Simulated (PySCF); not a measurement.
# One molecule, several mistakes: BFH4Si2

All numbers below are calculated, not measured. They come from PySCF 2.14.0, an open-source quantum chemistry program, on an isolated molecule that a program drew, which may never have been made. The molecule is BFH4Si2 (charge 0, singlet), drawn as the SMILES string `FB[SiH2][SiH]`.

Each row is a Hartree-Fock (HF) and frozen-core CCSD(T) single point in the cc-pV(D+d)Z basis, meant for a local HF minimum. Run 1 is clean. Each other run has one planted mistake out of seven kinds, and not every kind appears here: one electron removed, one electron added, multiplicity raised by two, geometry at a saddle point, minimal basis STO-3G, one bond length entered in bohr, all coordinates scaled. The reference is restricted for singlets and unrestricted otherwise, and also for a bond in bohr. Adding or removing an electron swaps singlet and doublet. Electrons count all cores. HOMO and LUMO are orbital energies over both spins, the gradient is its largest component, and the lowest frequency (negative if imaginary) is given only where the gradient is small. Bond lengths are over the 7 bonds as drawn. T1 is the CCSD diagnostic: over 0.02 (restricted) or 0.045 (unrestricted) a single reference is doubtful.

Geometry of the clean run:
```xyz
8
BFH4Si2, angstrom
F     1.1045    2.2151   -2.1493
B     1.6749    1.2607   -1.4136
Si    0.7086    0.5326    0.2330
Si   -0.7519   -1.3093   -0.3577
H     2.7266    0.8384   -1.8130
H    -0.0265    1.6014    0.9563
H     1.7067   -0.0633    1.1669
H     0.3269   -1.9641   -1.2005
```

```
run,electrons,basis functions,<S^2>,HOMO (eV),LUMO (eV),gradient (hartree/bohr),lowest frequency (cm^-1),mean bond (Å),longest bond (Å),T1,HF (hartree),CCSD(T) (hartree),mistake
1,46,94,0.000,-8.63,-0.11,3.2e-05,41,1.6423,2.424,0.0180,-704.29512,-704.81182,no fault
2,45,94,0.781,-16.02,-6.74,3.7e-02,-,1.6423,2.424,0.0240,-704.01429,-704.50199,one electron removed
3,46,94,1.371,-8.59,0.48,1.6e-02,-,1.9020,3.861,0.0438,-704.20804,-704.69497,?
4,47,94,0.768,-1.82,6.29,2.3e-02,-,1.6423,2.424,0.0201,-704.32935,-704.85667,?
```

**Which mistake was planted in run 3, and what did it cost?**

The mean bond changes by a factor of 1.158 and the longest by 1.593, so the molecule wasn't scaled as a whole. A length L in bohr read as angstrom grows by (1/0.5292 - 1) L = 0.890 L. The 7 bonds together grew by 7 x 0.2597 = 1.818 Å, which gives L = 2.043 Å. That is bond B2-Si3, 2.043 Å in the clean geometry. So the mistake is: one bond length entered in bohr. Subtracting run 1 and multiplying by 627.51 kcal/mol a hartree, the energy moved by 54.6 kcal/mol in HF and 73.3 kcal/mol in CCSD(T).

**Which mistake was planted in run 4, and what did it cost?**

It counts 47 electrons, one more than the clean run, at the same geometry and basis. So the mistake is: one electron added. Subtracting run 1 and multiplying by 627.51 kcal/mol a hartree, the energy moved by -21.5 kcal/mol in HF and -28.1 kcal/mol in CCSD(T).

